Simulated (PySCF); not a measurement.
**From a computed spectrum to the compound**

A species of 4 atoms with charge 2 has these harmonic modes (B3LYP, small Gaussian bases with core potentials, PySCF 2.14.0):

| cm⁻¹ | km/mol | symmetry |
| --- | --- | --- |
| 188 | 2.8 | b1 |
| 193 | 14.2 | b2 |
| 362 | 28.9 | a1 |
| 862 | 26.9 | a1 |
| 1107 | 280.0 | b2 |
| 1287 | 34.4 | a1 |

(1) Which species is it, and in which structure?

Answers

(1) [Gd(NO2)]2+ (singlet in the valence; each metal's 4f electrons, 7 of them, lie in its core potential, out of spins and levels):
```xyz
4

Gd    0.0000    0.0000   -0.4897
O     1.0441    0.0000    1.4569
O    -1.0441    0.0000    1.4569
N     0.0000    0.0000    2.1944
```
Ideal gas at 298.15 K and 1 bar: S = 317.9 J/(mol K), Cp = 59.4 J/(mol K), H − H(0 K) = 14.1 kJ/mol (rigid rotor, harmonic modes, spin degeneracy alone, that of the 4f electrons in the core included). An lcecp potential fixes the number of 4f electrons, so in runs with it no electron can move into or out of that shell.
 This is one of several that fit.
